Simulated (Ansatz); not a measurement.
`C[Se][GeH2][OH]` + `CO[Si]O` → `CO[Si]OC` + `[OH][GeH2][SeH]`  (substitution at a C–Se bond)

Program: Ansatz. Geometries: PBE0-D4/def2-TZVP. ΔE: electronic, gas phase. CCSD(T)/CBS is the MP2 limit (def2-TZVPP, def2-QZVPP) plus CCSD(T) − MP2 in def2-TZVPP, frozen cores. For Ge, Se outer-core shells are correlated without core-valence functions, which leaves a few kJ/mol of doubt a bond. Scalar relativity is left out up to krypton. One conformer a species, not always the lowest.

```json
{"species": "`C[Se][GeH2][OH]`", "SCS-MP2/def2-QZVPP energy (Eh)": "-4593.07854"}
{"species": "`CO[Si]O`", "SCS-MP2/def2-QZVPP energy (Eh)": "-479.83312"}
{"species": "`CO[Si]OC`", "SCS-MP2/def2-QZVPP energy (Eh)": "-519.04369"}
{"species": "`[OH][GeH2][SeH]`", "SCS-MP2/def2-QZVPP energy (Eh)": "-4553.84275"}
```

Problem. Work out ΔE.

Solution. ΔE = (-519.04369) + (-4553.84275) − (-4593.07854) − (-479.83312) = 0.02522 Eh = +15.8 kcal/mol. CCSD(T)/CBS gives +15.6 kcal/mol.

Largest T1 diagnostic among the species: 0.014.

In def2-TZVPP, CCSD(T) changes the Hartree–Fock value by +3.4 kcal/mol (the triples alone add +0.4 kcal/mol) and MP2 by +5.2 kcal/mol.
